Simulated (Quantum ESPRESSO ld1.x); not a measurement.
Problem. All-electron atom: Os23+ in [Kr] 4d10 4f7 (the NIST ground configuration). Calculated with ld1.x of Quantum ESPRESSO 7.5: scalar-relativistic Kohn-Sham, relativistic LDA (MacDonald-Vosko exchange, VWN5 correlation), spin-unpolarised, spherical densities, point nucleus. Some entries of the table are withheld. Estimate them.

| orbital | occ. | eigenvalue (eV) | <r^2> (bohr^2) | r(max) (bohr) |
|---|---|---|---|---|
| 1s | 2 | -74045.3 | 0.0004370 | 0.011 |
| 2s | 2 | (1) | 0.006690 | 0.064 |
| 2p | 6 | -11830.0 | 0.005563 | 0.052 |
| 3s | 2 | (2) | 0.04315 | 0.180 |
| 3p | 6 | -3168.66 | 0.04392 | 0.177 |
| 3d | 10 | -2629.50 | 0.03630 | 0.145 |
| 4s | 2 | -1262.15 | 0.1998 | 0.401 |
| 4p | 6 | -1098.04 | 0.2218 | 0.417 |
| 4d | 10 | -895.459 | 0.2394 | (3) |
| 4f | 7 | -671.167 | 0.2396 | (4) |

Solution. 
(1) 2s eigenvalue (eV): -13465.5
(2) 3s eigenvalue (eV): -3650.22
(3) 4d r(max) (bohr): 0.420
(4) 4f r(max) (bohr): 0.373
